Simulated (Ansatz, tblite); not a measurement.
Removing an electron: [Al(OH)4]- (AlO₄H₄⁻). Total charge -1; singlet. Geometry: r2SCAN-D4/def2-SVPD. Ansatz, gas phase; energy differences of separate SCF runs; the oxidised species was run as a doublet alone.

| atom | x (Å) | y (Å) | z (Å) |
| --- | --- | --- | --- |
| Al1 | 0.000 | 0.000 | 0.000 |
| O2 | 0.159 | -1.752 | 0.325 |
| H3 | -0.133 | -2.289 | -0.416 |
| O4 | -0.284 | 0.757 | 1.595 |
| H5 | -0.675 | 0.146 | 2.226 |
| O6 | -1.288 | 0.141 | -1.233 |
| H7 | -1.169 | 0.907 | -1.801 |
| O8 | 1.413 | 0.853 | -0.688 |
| H9 | 1.975 | 1.237 | -0.009 |

The xTB rows come from tblite. Correlated methods freeze 9 core orbitals. The rows differ in basis, and correlated rows in double-zeta sets carry the largest basis error. In CCSD on the charge 0 doublet the largest single amplitude is 0.38, so its Hartree–Fock determinant may place the open shell otherwise than the density functionals do. HOMO above LUMO, or a gap near zero within one spin, warns that the state may not be the lowest or that an electron is smeared out.

```json
{"level": "GFN1-xTB", "−HOMO (eV)": "6.67", "vertical IE (eV)": "10.07", "−LUMO (eV)": "-0.38", "HOMO–LUMO gap (eV)": "7.04", "remarks": "–"}
{"level": "GFN2-xTB", "−HOMO (eV)": "5.88", "vertical IE (eV)": "9.11", "−LUMO (eV)": "-3.07", "HOMO–LUMO gap (eV)": "8.95", "remarks": "–"}
{"level": "PBE-D4/def2-TZVPD", "−HOMO (eV)": "1.42", "vertical IE (eV)": "4.33", "−LUMO (eV)": "-2.86", "HOMO–LUMO gap (eV)": "4.28", "remarks": "gap within one spin near zero (doublet)"}
{"level": "r2SCAN-D4/def2-TZVPD", "−HOMO (eV)": "1.73", "vertical IE (eV)": "4.54", "−LUMO (eV)": "-3.41", "HOMO–LUMO gap (eV)": "5.14", "remarks": "gap within one spin near zero (doublet)"}
{"level": "PBE0-D4/def2-TZVPD", "−HOMO (eV)": "3.05", "vertical IE (eV)": "5.02", "−LUMO (eV)": "-3.40", "HOMO–LUMO gap (eV)": "6.45", "remarks": "–"}
{"level": "CCSD/def2-SVPD", "−HOMO (eV)": "–", "vertical IE (eV)": "5.91", "−LUMO (eV)": "–", "HOMO–LUMO gap (eV)": "–", "remarks": "large T1 (0.057) (doublet)"}
{"level": "CCSD(T)/def2-SVPD", "−HOMO (eV)": "–", "vertical IE (eV)": "5.89", "−LUMO (eV)": "–", "HOMO–LUMO gap (eV)": "–", "remarks": "large T1 (0.057) (doublet)"}
```

Run but left out: HF/def2-SVPD, MP2/def2-SVPD (neutral doublet: a determinant that CCSD turns far, T1 0.057).  Raw xTB energy differences between charge states are shifted by several eV; the methods need an empirical correction for them.
